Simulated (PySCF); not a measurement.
Job file and geometry (Å, from GFN2-xTB) of an NMR shielding run on SMILES C/C=C(Cl)\C=C/B(Cl)Cl, C5H6BCl3, GIAO PBE0/pcSseg-1 NMR shielding, non-relativistic, gas phase (PySCF 2.14.0, density-fitted response routines); density fitting, a coarse starting grid and PySCF grid level 2 are the driver's defaults:

```
$ OMP_NUM_THREADS=1 python probes_run.py task.json out

{"job": {"kind": "nmr", "xc": "PBE0", "basis": "pcSseg-1"}, "charge": 0, "multiplicity": 1}
C     -2.592609     0.238084    -0.332381
C     -1.362490     1.017142    -0.021857
C     -0.138109     0.521850     0.163225
Cl     1.167741     1.630053     0.516923
C      0.309036    -0.851923     0.115669
C      1.587262    -1.177717     0.323782
B      2.719179    -0.129086     0.634899
Cl     3.844562     0.301731    -0.643945
Cl     3.303079     0.018290     2.285537
H     -3.014304     0.587742    -1.274106
H     -2.404155    -0.826903    -0.406134
H     -3.339240     0.411934     0.442036
H     -1.506548     2.086205     0.053383
H     -0.441796    -1.597139    -0.096486
H      1.863981    -2.222274     0.275093
```

Task: Write the output of this run.

Result: 
```
coarse grid: 15112 points
cycle   1  E = -1598.7348379544  dE =  1.296e+00  |g| = 4.251e-01  |ddm| = 3.809e+00
cycle   2  E = -1598.7235610887  dE =  1.128e-02  |g| = 4.996e-01  |ddm| = 8.791e-01
cycle   3  E = -1598.7823520584  dE = -5.879e-02  |g| = 9.496e-02  |ddm| = 5.183e-01
cycle   4  E = -1598.7843136443  dE = -1.962e-03  |g| = 4.123e-02  |ddm| = 1.372e-01
cycle   5  E = -1598.7847140808  dE = -4.004e-04  |g| = 1.036e-02  |ddm| = 4.954e-02
cycle   6  E = -1598.7847404657  dE = -2.638e-05  |g| = 2.860e-03  |ddm| = 1.373e-02
cycle   7  E = -1598.7847418689  dE = -1.403e-06  |g| = 1.861e-03  |ddm| = 4.576e-03
final grid: 134720 points
cycle   8  E = -1598.8330872008  dE = -4.357e-05  |g| = 8.401e-03  |ddm| = 3.311e-02
cycle   9  E = -1598.8330736011  dE =  1.360e-05  |g| = 1.057e-02  |ddm| = 1.956e-02
cycle  10  E = -1598.8331024041  dE = -2.880e-05  |g| = 2.575e-03  |ddm| = 1.301e-02
cycle  11  E = -1598.8331040372  dE = -1.633e-06  |g| = 5.873e-04  |ddm| = 2.825e-03
cycle  12  E = -1598.8331041205  dE = -8.336e-08  |g| = 1.139e-04  |ddm| = 7.219e-04
cycle  13  E = -1598.8331041233  dE = -2.753e-09  |g| = 4.551e-05  |ddm| = 1.596e-04
cycle  14  E = -1598.8331041238  dE = -4.634e-10  |g| = 1.622e-05  |ddm| = 5.155e-05
converged SCF energy = -1598.8331041238

GIAO shielding tensors (ppm)
atom      isotropic    diamagn.    paramagn.     s11        s22        s33       span
  0 C      169.282     248.247     -78.966    151.468    172.638    183.739     32.271
  1 C       55.424     253.723    -198.299    -39.348     56.616    149.003    188.351
  2 C       41.553     260.259    -218.706    -50.483     80.351     94.792    145.275
  3 Cl     625.972    1148.897    -522.925    544.496    567.482    765.939    221.443
  4 C       53.599     252.731    -199.131    -47.930     63.014    145.715    193.645
  5 C       37.448     258.252    -220.804    -71.871     35.485    148.728    220.599
  6 B       56.808     184.903    -128.095     24.657     49.401     96.366     71.710
  7 Cl     728.030    1145.638    -417.608    524.498    782.907    876.685    352.187
  8 Cl     728.317    1145.388    -417.071    524.663    783.086    877.201    352.538
  9 H       29.721      27.728       1.992     25.402     27.229     36.531     11.130
 10 H       29.554      30.986      -1.432     24.569     30.473     33.620      9.051
 11 H       29.715      27.416       2.299     25.404     27.207     36.533     11.129
 12 H       25.804      31.743      -5.939     21.805     24.357     31.251      9.446
 13 H       25.030      32.812      -7.782     21.804     24.099     29.187      7.383
 14 H       25.444      29.528      -4.084     23.742     25.145     27.446      3.705
```

Size and cost of the density-fitted run: 204 basis functions, 40 s wall time on 1 thread of an Arm Neoverse V1, shared host; peak memory 0.91 GiB.
